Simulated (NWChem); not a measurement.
System: sulfur tetrafluoride (SF₄); SMILES FS(F)(F)F

Here is an NWChem input.

```
start job
memory heap 200 mb stack 900 mb global 1100 mb
geometry units angstroms noautosym nocenter noautoz
  F      1.220545     0.000000     0.616808
  S      0.000000     0.000000    -0.387794
  F      0.000000    -1.654169    -0.275546
  F      0.000000     1.654169    -0.275546
  F     -1.220545     0.000000     0.616808
end
basis spherical
  * library def2-svp
end
dft
  xc pbe0
  iterations 150
end
cosmo
  do_cosmo_smd true
  solvent cychexon
end
task dft energy
```

NWChem printed, in part:

```
             Northwest Computational Chemistry Package (NWChem) 7.3.0
             --------------------------------------------------------

                             Geometry "geometry" -> ""
                             -------------------------

 Output coordinates in angstroms (scale by  1.889725989 to convert to a.u.)

  No.       Tag          Charge          X              Y              Z
 ---- ---------------- ---------- -------------- -------------- --------------
    1 F                    9.0000     1.22054500     0.00000000     0.61680800
    2 S                   16.0000     0.00000000     0.00000000    -0.38779400
    3 F                    9.0000     0.00000000    -1.65416900    -0.27554600
    4 F                    9.0000     0.00000000     1.65416900    -0.27554600
    5 F                    9.0000    -1.22054500     0.00000000     0.61680800

 Effective nuclear repulsion energy (a.u.)     295.3507469767

                                 NWChem DFT Module
                                 -----------------

 Summary of "ao basis" -> "ao basis" (spherical)
 ------------------------------------------------------------------------------
       Tag                 Description            Shells   Functions and Types
 ---------------- ------------------------------  ------  ---------------------
 F                          def2-svp                 6       14   3s2p1d
 S                          def2-svp                 8       18   4s3p1d

 in cosmo_initialize ...
 calling solv_data for solv:cychexon

 solvent parameters
 solvname_short: cychexon
 solvname_long:  cyclohexanone
 dielec:       15.6190
 dielecinf:     2.1045
 nonaqueous SMD model solvent descriptors
 dielec:       15.6190
 sola:          0.0000
 solb:          0.5600
 solc:          0.0000
 solg:         49.7600
 solh:          0.0000
 soln:          1.4507

          ---------------
          -cosmo- solvent
          ---------------
 Cosmo: York-Karplus, doi: 10.1021/jp992097l
 dielectric constant -eps-     =  15.62
 screen = (eps-1)/(eps    )    =   0.93598
 surface charge correction     = lagrangian

   van der Waals surface
 --------------------------

 ---------- ATOMIC COORDINATES (A.U.) ------------ VDWR(ANG.) --
     1    2.30649561    0.00000000    1.16559811     1.730
     2    0.00000000    0.00000000   -0.73282440     2.490
     3    0.00000000   -3.12592615   -0.52070644     1.730
     4    0.00000000    3.12592615   -0.52070644     1.730
     5   -2.30649561    0.00000000    1.16559811     1.730
 number of segments per atom =        128
 number of   points per atom =        128
 atom (   nspa,  nppa )
 ----------------------
    1 (     62,     0 )       0
    2 (     68,     0 )       0
    3 (     64,     0 )       0
    4 (     64,     0 )       0
    5 (     62,     0 )       0
 number of -cosmo- surface points =      320
 molecular surface =    104.468 angstrom**2
 molecular volume  =     86.942 angstrom**3
 -lineq- algorithm             =   0
 -bem- low  level              =   3
 -bem- from -octahedral-
 gaussian surface charge width =   4.50000
 degree of switching           =   1.00000
 switching function tolerance  =   0.00010
 atomic radii =
 --------------
    1  9.000  1.730
    2 16.000  2.490
    3  9.000  1.730
    4  9.000  1.730
    5  9.000  1.730
 ...... end of -cosmo- initialization ......

 nat:                     5
 ixmem:                  1509
 calling mnsol_interface()
 G(SMD-CDS) energy (kcal/mol)  =     1.148
 SMD-CDS SASA (angstrom**2)    =   108.334

            General Information
            -------------------
          SCF calculation type: DFT
          Wavefunction type:  closed shell.
          No. of atoms     :     5
          No. of electrons :    52
           Alpha electrons :    26
            Beta electrons :    26
          Charge           :     0
          Spin multiplicity:     1
          Use of symmetry is: off; symmetry adaption is: off
          Maximum number of iterations: 150
          AO basis - number of functions:    74
                     number of shells:    32
          Convergence on energy requested:  1.00D-06
          Convergence on density requested:  1.00D-05
          Convergence on gradient requested:  5.00D-04

[...]

                                COSMO-SMD solvation results
                                ---------------------------

             internal energy in gas <Psi(g)|H|Psi(g)> =      -796.513793656215
         internal energy in solvent <Psi(s)|H|Psi(s)> =      -796.513584763396
                               delta internal energy  =         0.000208892819 (    0.13 kcal/mol)
   total free energy in solvent <Psi(s)|H+V/2|Psi(s)> =      -796.517055567126
 polarization energy contribution <Psi(s)|V/2|Psi(s)> =        -0.003470803730 (   -2.18 kcal/mol)
    total free energy in solvent including G(SMD-CDS) =      -796.515226757855
                       G(SMD-CDS) energy contribution =         0.001828809271 (    1.15 kcal/mol)
     1 M fixed-concentration free energy of solvation =        -0.001433101640 (   -0.90 kcal/mol)

                       DFT Final Molecular Orbital Analysis
                       ------------------------------------

 Vector   24  Occ=2.000000D+00  E=-4.344572D-01
              MO Center= -8.5D-08, -2.5D-07, -5.8D-02, r^2= 3.0D+00
   Bfn.  Coefficient  Atom+Function         Bfn.  Coefficient  Atom+Function
  ----- ------------  ---------------      ----- ------------  ---------------
    38      0.386465  3 F  pz                52     -0.386465  4 F  pz
    41     -0.272086  3 F  pz                55      0.272086  4 F  pz
     5      0.270179  1 F  py                65      0.270179  5 F  py
     8     -0.166097  1 F  py                68     -0.166097  5 F  py
    37      0.136858  3 F  py                51      0.136858  4 F  py

 Vector   25  Occ=2.000000D+00  E=-4.274268D-01
              MO Center=  6.6D-08, -3.6D-07, -4.0D-02, r^2= 3.0D+00
   Bfn.  Coefficient  Atom+Function         Bfn.  Coefficient  Atom+Function
  ----- ------------  ---------------      ----- ------------  ---------------
    36      0.413980  3 F  px                50     -0.413980  4 F  px
    39     -0.293356  3 F  px                53      0.293356  4 F  px
     5      0.272187  1 F  py                65     -0.272187  5 F  py
     8     -0.174890  1 F  py                68      0.174890  5 F  py
    28      0.038586  2 S  d -2

 Vector   26  Occ=2.000000D+00  E=-3.581589D-01
              MO Center= -4.1D-09, -3.3D-08, -4.8D-01, r^2= 2.4D+00
   Bfn.  Coefficient  Atom+Function         Bfn.  Coefficient  Atom+Function
  ----- ------------  ---------------      ----- ------------  ---------------
    18      0.424704  2 S  s                 17      0.339995  2 S  s
    37      0.275571  3 F  py                51     -0.275571  4 F  py
    24     -0.269586  2 S  pz                38     -0.261456  3 F  pz
    52     -0.261456  4 F  pz                16     -0.237888  2 S  s
    40     -0.212568  3 F  py                54      0.212568  4 F  py

 Vector   27  Occ=0.000000D+00  E=-7.000256D-02
              MO Center= -4.8D-09,  3.7D-09, -4.4D-01, r^2= 1.8D+00
   Bfn.  Coefficient  Atom+Function         Bfn.  Coefficient  Atom+Function
  ----- ------------  ---------------      ----- ------------  ---------------
    25      0.860371  2 S  px                22      0.469056  2 S  px
     3     -0.291288  1 F  s                 63      0.291288  5 F  s
     6     -0.242072  1 F  pz                66      0.242072  5 F  pz
    19      0.239293  2 S  px                 9      0.237131  1 F  pz
    69     -0.237131  5 F  pz                31      0.154613  2 S  d  1

 Vector   28  Occ=0.000000D+00  E= 1.210239D-02
              MO Center= -8.7D-09,  2.1D-09,  7.9D-02, r^2= 1.7D+00
   Bfn.  Coefficient  Atom+Function         Bfn.  Coefficient  Atom+Function
  ----- ------------  ---------------      ----- ------------  ---------------
    17      0.763723  2 S  s                 27      0.699844  2 S  pz
    24      0.448381  2 S  pz                16     -0.354881  2 S  s
     4     -0.313177  1 F  px                64      0.313177  5 F  px
     7      0.304694  1 F  px                67     -0.304694  5 F  px
     3     -0.296915  1 F  s                 63     -0.296915  5 F  s

 Vector   29  Occ=0.000000D+00  E= 7.905391D-02
              MO Center= -4.4D-09,  2.5D-08, -4.3D-01, r^2= 1.9D+00
   Bfn.  Coefficient  Atom+Function         Bfn.  Coefficient  Atom+Function
  ----- ------------  ---------------      ----- ------------  ---------------
    26      1.061973  2 S  py                23      0.569946  2 S  py
    35      0.438672  3 F  s                 49     -0.438672  4 F  s
    40      0.378439  3 F  py                54      0.378439  4 F  py
    37     -0.314759  3 F  py                51     -0.314759  4 F  py
    20      0.275115  2 S  py                34      0.151563  3 F  s

     Multipole analysis of the density
     ---------------------------------

     L   x y z        total         alpha         beta         nuclear
     -   - - -        -----         -----         ----         -------
     0   0 0 0     -0.000000    -26.000000    -26.000000     52.000000

     1   1 0 0     -0.000000     -0.000000     -0.000000      0.000000
     1   0 1 0      0.000000      0.000000      0.000000      0.000000
     1   0 0 1     -0.422856     -0.152858     -0.152858     -0.117140

     2   2 0 0    -23.230009    -59.494302    -59.494302     95.758596
     2   1 1 0      0.000000      0.000000      0.000000      0.000000
     2   1 0 1      0.000000      0.000000      0.000000      0.000000
     2   0 2 0    -27.928879   -101.907168   -101.907168    175.885457
     2   0 1 1     -0.000000     -0.000000     -0.000000      0.000000
     2   0 0 2    -22.618834    -30.273457    -30.273457     37.928080
```

Level: PBE0/def2-SVP, SMD on the gas-phase geometry. Structure relaxed at the PBE0/def2-SVP level. Solvent: cyclohexanone.
